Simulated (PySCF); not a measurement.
## C4H5BF2Ge: core ionisation energies

Compound: C4H5BF2Ge.
Numbering: `[F:1][B:2]([F:3])[C:4]1=[CH:5][GeH2:6][CH:7]=[CH:8]1`

Method used: PySCF 2.14.0, delta-SCF UKS SCAN, pcX-2 on the ionised atom, pcseg-1 elsewhere, spin-free X2C. Vertical ΔSCF values, vacuum level as zero.

**Question.** List the computed XPS lines with their assignment.

**Answer.** 
```
atom(s)                  bonded to  level  binding energy (eV)  above the level's lowest (eV)  count
  F1/F3                          B   F 1s               693.24                           0.00      2
     C4   C (double bond), C and B   C 1s               290.52                          +0.61      1
     C5  C (double bond), H and Ge   C 1s               290.09                          +0.18      1
     C7  C (double bond), H and Ge   C 1s               289.91                           0.00      1
     C8   C (double bond), C and H   C 1s               290.68                          +0.77      1
```

Lowest listed C 1s: C7, bonded to C (double bond), H and Ge. Highest, 0.77 eV above it: C8, bonded to C (double bond), C and H. The widest gap between neighbouring values is 0.43 eV, between 290.09 and 290.52 eV. Summing the Pauling electronegativity differences to the bonded atoms, each weighted by its formal bond order, gives -0.89 for the lowest site and -0.35 for the highest; no listed site has a larger sum than the highest.

**Question.** Which photon energy gives electrons from C 1s of C7 a kinetic energy of 150 eV, and what is their de Broglie wavelength?

**Answer.** hν = 289.91 + 150 = 439.91 eV, recoil neglected; λ = 12.264 Å/√(E/eV) = 1.00 Å.

Topologically equivalent atoms share the value of their first member; where this conformer doesn't relate them by symmetry, their own values could differ. Not every level is listed. The unrestricted hole states depart most from a pure doublet (⟨S²⟩ = 0.75; over 0.85 named) for C 1s of C4 (0.90), C 1s of C5 (0.88) and C 1s of C8 (0.90), which makes these values less certain. No level of boron or germanium is listed. Isolated species at its PBE0-D3(BJ)/def2-SVP geometry, gas phase.

The values belong to the conformer `[F:1][B:2]([F:3])[C:4]1=[CH:5][GeH2:6][CH:7]=[CH:8]1`: F1–B2–C4–C5 -178°.
